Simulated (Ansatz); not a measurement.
`O[SiH2]S[SiH2][SiH3]` + `O[SiH2][SeH]` → `O[SiH2][Se][SiH3]` + `O[SiH2]S[SiH3]`  (cleavage of the Si–Si bond)

Program: Ansatz. Geometries: PBE0-D4/def2-TZVP. ΔE: electronic, gas phase. CCSD(T)/CBS is the MP2 limit (def2-TZVPP, def2-QZVPP) plus CCSD(T) − MP2 in def2-TZVPP, frozen cores. DFT in def2-TZVPP. B3LYP here is the variant with VWN-RPA as its local correlation; programs differ in this. For Se outer-core shells are correlated without core-valence functions, which leaves a few kJ/mol of doubt a bond. Scalar relativity is left out up to krypton. One conformer a species, not always the lowest.

CCSD(T)/CBS gives -0.69 eV.

Q: Another level gave -0.70 eV. Which?
A. SCS-MP2/def2-TZVPP
B. ωB97M-V/def2-TZVPP
C. PBE/def2-TZVPP
D. B3LYP-D4/def2-TZVPP

A: B. ωB97M-V -0.70, B3LYP-D4 -0.64, SCS-MP2/def2-TZVPP -0.76, PBE -0.55 eV.

Largest T1 diagnostic among the species: 0.012.

From PBE to PBE0 (25 % exact exchange), in def2-TZVPP and without D4, ΔE moves by −0.06 eV.
